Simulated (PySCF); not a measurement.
Simulated outer-valence photoelectron spectrum of `[NH2][GeH2][F]`. The calculation used EOM-IP-CCSD/aug-cc-pVDZ in PySCF, restricted Hartree–Fock reference, frozen core, non-relativistic, gas phase, PBE0-D3(BJ)/def2-SVP geometry.

Each root has a Gaussian of 0.3 eV full width with its one-hole share as area; cross sections and vibrations are left out, and the highest printed point is 100.

(ionisation energy (eV), intensity): (10.2, 3), (10.4, 38), (10.6, 40), (10.8, 4), (11.0, 0), (11.2, 0), (11.4, 0), (11.6, 0), (11.8, 0), (12.0, 0), (12.2, 17), (12.4, 53), (12.6, 14), (12.8, 9), (13.0, 50), (13.2, 25), (13.4, 1), (13.6, 0), (13.8, 0), (14.0, 0), (14.2, 0), (14.4, 21), (14.6, 100), (14.8, 46), (15.0, 35), (15.2, 44), (15.4, 5), (15.6, 0), (15.8, 0), (16.0, 0), (16.2, 0), (16.4, 0), (16.6, 0), (16.8, 13), (17.0, 53), (17.2, 18), (17.4, 1), (17.6, 0), (17.8, 0), (18.0, 0), (18.2, 0), (18.4, 0), (18.6, 2), (18.8, 28), (19.0, 44), (19.2, 6)

Question: Where are the maxima, and how many lines lie under the curve?

Answer: 7 maxima, at 10.5, 12.4, 13.0, 14.6, 15.1, 17.0 and 18.9 eV, from 8 lines. At this width some lines have no maximum of their own.

Question: List the lines with their holes.

Answer: 
```csv
E (eV),leading hole (HF orbital),area,Koopmans (eV)
10.50,HOMO,0.94,11.78
12.39,HOMO-1,0.95,13.13
13.04,HOMO-2,0.95,14.16
14.61,HOMO-4,0.94,16.82
14.66,HOMO-5,0.94,16.88
15.12,HOMO-3,0.94,16.80
17.01,HOMO-6,0.95,18.12
18.94,HOMO-7,0.90,20.52
```

The widest gap, 1.93 eV, lies between 17.01 and 18.94 eV. Only orbitals with −ε under 21 eV, eight at most, were ionised, so the high end of the curve may lack lines.

Shape of the structure used: `[NH2:1][GeH2:2][F:3]`: H–N1–Ge2–F3 -65°, H–N1–Ge2–F3 66°.

One conformer stands for the species.
